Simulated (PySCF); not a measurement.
# Identify the compound

The spectra below were simulated for a compound C$_{7}$H$_{15}$ClSi.

1H NMR (300 MHz, computed): δ 4.20 (s, 3H), 2.30 (d, 2H), 2.00 (s, 3H), 1.98 (m, 1H), 0.95 (d, 6H).

13C{1H} NMR (computed): δ 155.6, 134.9, 47.0, 31.1, 23.5 (2C), 23.4.

[PySCF 2.14: structure optimised with GFN2-xTB; shielding tensors at PBE0/pcSseg-1 (GIAO); non-relativistic Hamiltonian; in vacuum; one averaged value for each set of equivalent atoms; single conformer]

Chemical shifts δ = σref − σ; 1H (σref 31.72) and 13C (σref 186.93) against TMS, all at this level.

Question: Deduce the structure.

Answer: 
1. Rings plus π bonds: 1 (no ring in the answer).
2. 6 carbon signals for 7 carbons: some carbons are equivalent by symmetry or fast rotation.
3. Carbon types of the structure: 2 × C, 1 × CH, 1 × CH2, 3 × CH3, leaving 3 H on heteroatoms.
4. δC 155.6, 134.9: fully substituted alkene carbon; an sp2 carbon of a C=C bond.
5. δC 47.0: allylic sp3 CH2; a saturated carbon with 2 carbon neighbours and no heteroatom attached.
6. δC 31.1: sp3 CH; aliphatic region, no heteroatom directly attached.
7. δC 23.5: methyl carbon; aliphatic region, no heteroatom directly attached.
8. δC 23.4: allylic methyl carbon; a saturated carbon with 1 carbon neighbour and no heteroatom attached.
9. δH 2.30: hydrogen on an allylic sp3 CH2; allylic position.
10. δH 2.00: hydrogen on an allylic methyl carbon; allylic position.

These data were computed for `InChI=1S/C7H15ClSi/c1-5(2)4-7(8)6(3)9/h5H,4H2,1-3,9H3/b7-6-`.

This is the structure that produced the data.

Carbons that carry Cl, above all several Cl atoms, come out too deshielded, partly because spin–orbit coupling is missing. Shifts are as computed. Against solution values, carbons near 30 ppm lie about +3 ppm off and those near 130 ppm about +5 ppm; carbons on Cl a further +6 ppm. Of 1211 compounds with measured shifts, 218 miss one by over three times the rms of a fit or turn the order of signals round; such compounds aren't used in these exercises. No couplings were computed; multiplicities are counted from neighbouring protons, with m where these are inequivalent, close in shift, in a saturated or five-membered ring or joined by F or P, and br s for small geminal =CH2 splittings.
